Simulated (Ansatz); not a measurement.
Program: Ansatz. Geometries: PBE0-D4/def2-TZVP. ΔE: electronic, gas phase. CCSD(T)/CBS is the MP2 limit (def2-TZVPP, def2-QZVPP) plus CCSD(T) − MP2 in def2-TZVPP, frozen cores. Functionals use def2-TZVPP. def2 core potentials past Kr. For In outer-core shells are correlated without core-valence functions, which leaves a few kJ/mol of doubt a bond.

Reaction (dimerisation): 2 `[Cl][InH2]` → `[Cl+]1[InH2-][Cl+][InH2-]1`

```json
{"species": "`[Cl][InH2]`", "r2SCANh energy (Eh)": "-651.60305"}
{"species": "`[Cl+]1[InH2-][Cl+][InH2-]1`", "r2SCANh energy (Eh)": "-1303.25892"}
```

(1) Work out ΔE.

Largest T1 diagnostic among the species: 0.014.

Answers

(1) ΔE = (-1303.25892) − 2 × (-651.60305) = -0.05282 Eh = -33.1 kcal/mol. CCSD(T)/CBS gives -36.1 kcal/mol.

The D4 term adds −5.1 kcal/mol with B3LYP and −2.7 kcal/mol with PBE0; it sums over pairs of atoms, weighted by their polarisabilities, and B3LYP, whose exchange is more repulsive, gets the larger term. From PBE to PBE0 (25 % exact exchange), in def2-TZVPP and without D4, ΔE moves by −1.2 kcal/mol. Leaving LDA and LC-ωPBE aside and taking each functional with its dispersion term where it has one, the values, not all of them listed here, spread over 4.5 kcal/mol, from r2SCANh-D4 to revPBE-D4. LDA lies −9.4 kcal/mol from PBE without D4.

B3LYP here is the variant with VWN-RPA as its local correlation; programs differ in this.
